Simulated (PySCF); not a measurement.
## Curvature of the energy in the electron number along group 14, charge +1

Calculated with PySCF 2.14, in def2-SVP, non-relativistic, def2-SVP with the def2 core potential (28 electrons), ECP, def2-SVP with the def2 core potential (60 electrons), ECP: one orbital is emptied in steps, and each cell gives the departure of E from the straight line at half an electron, in eV (from a cubic fit). The exact functional gives zero.

```json
{"species": "C⁺", "orbital": "2p alpha", "LDA": "-1.77", "PBE": "-1.75", "r2SCAN": "-1.58", "PBE0": "-1.27", "BHandHLYP": "-0.81", "LC-wPBE": "-0.52", "wB97X": "-0.58", "UHF": "0.15"}
{"species": "Si⁺", "orbital": "3p alpha", "LDA": "-1.07", "PBE": "-1.05", "r2SCAN": "-0.96", "PBE0": "-0.77", "BHandHLYP": "-0.51", "LC-wPBE": "-0.11", "wB97X": "-0.18", "UHF": "0.08"}
{"species": "Sn⁺", "orbital": "5p alpha", "LDA": "-0.94", "PBE": "-0.90", "r2SCAN": "-0.84", "PBE0": "-0.65", "BHandHLYP": "-0.45", "LC-wPBE": "-0.04", "wB97X": "-0.15", "UHF": "0.07"}
{"species": "Pb⁺", "orbital": "6p alpha", "LDA": "-0.90", "PBE": "-0.87", "r2SCAN": "-0.80", "PBE0": "-0.63", "BHandHLYP": "-0.44", "LC-wPBE": "-0.03", "wB97X": "-0.13", "UHF": "0.06"}
```

Task: Estimate the missing row, Ge⁺.

Result: The calculation gives LDA -1.06; PBE -1.02; r2SCAN -0.95; PBE0 -0.74; BHandHLYP -0.50; LC-wPBE -0.10; wB97X -0.19; UHF 0.07.

Task: How does the mean departure depend on the functional?

Result: LDA -1.15 eV; PBE -1.12 eV; r2SCAN -1.03 eV; PBE0 -0.81 eV; BHandHLYP -0.54 eV; LC-wPBE -0.16 eV; wB97X -0.25 eV; UHF 0.09 eV. Semilocal functionals are convex (delocalisation error), Hartree-Fock is concave or straight, and exact exchange removes curvature roughly in proportion to its share, so among the functionals the range-separated hybrids usually come closest to zero.

No spin-orbit coupling is included.
